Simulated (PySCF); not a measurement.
Ligand exchange on a metal centre used in film growth or etching (Zn Br-H). Isolated molecules, 0 K electronic values unless said otherwise.

Quantity: redistribution energy (mixed species minus the weighted end members), in eV.

Case: 1 of 2 Br replaced by H: [Zn(Br)(H)]. The other species in the difference include [Zn(Br)2] (neutral, multiplicity 1). Geometry of [Zn(Br)(H)] (neutral, multiplicity 1, Å):

```xyz
3

Zn     0.0000     0.0222    -0.0137
Br    -0.0003     1.9142    -1.2337
H      0.0002    -1.2625     0.8122
```

Q: Predict the redistribution energy (mixed species minus the weighted end members) from PBE-D3(BJ)/def2-TZVP // BP86-D3(BJ)/def2-SVP (PySCF).

A: -0.127 eV.
